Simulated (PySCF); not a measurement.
# State search for BPb

Unrestricted PBE0; basis B def2-SVP, Pb def2-SVP with ECP60; scalar-relativistic core potentials; PySCF 2.14. Outer shells of the fragments: B 2s2 2p1; Pb 5d10 6s2 6p2.

Followed along the bond (rough minima from three points):

```tsv
2Ms+1	unpaired	⟨S²⟩ at the start	R at minimum (Å)	Te (eV)
4	σ ↑, π ↑↑	3.75	2.26	0.00
2	σ ↓, π ↑↑	1.77	2.26	0.35
2	σ ↑, π ↑↓	1.76	2.27	0.37
2	π ↑	0.79	2.14	1.12
2	σ ↑	0.80	none in the scan	≤ 0.99
```

Solutions found at the starting distance of 2.210 Å, counted from the lowest of them; the search is not exhaustive and high or unbound solutions are not listed, so other states can lie among these:

```csv
2Ms+1,unpaired,term,E (eV),⟨S²⟩,⟨Lz²⟩,μ (D)
4,"σ ↑, π ↑↑",⁴Σ⁻,0.00,3.75,0.00,1.86
2,"σ ↓, π ↑↑",mixed,0.35,1.77,0.00,1.79
2,"σ ↑, π ↑↓",mixed,0.38,1.76,2.01,1.83
2,σ ↑,mixed,0.97,0.80,2.00,1.71
2,π ↑,²Π,1.13,0.79,1.00,1.90
2,π ↑,²Π,1.55,0.75,1.00,2.78
4,"σ ↑, π ↑↑",mixed,2.38,3.75,2.01,1.39
4,π ↑↑↑,⁴Π,2.39,3.79,1.00,1.10
```

A term symbol is given only where ⟨S²⟩ and ⟨Lz²⟩ are close to those of a pure state; real π, δ and φ orbitals otherwise mix terms. A positive dipole means B(−)Pb(+).

These are scalar-relativistic numbers at best; spin–orbit coupling would shift them, the dissociation energy most.
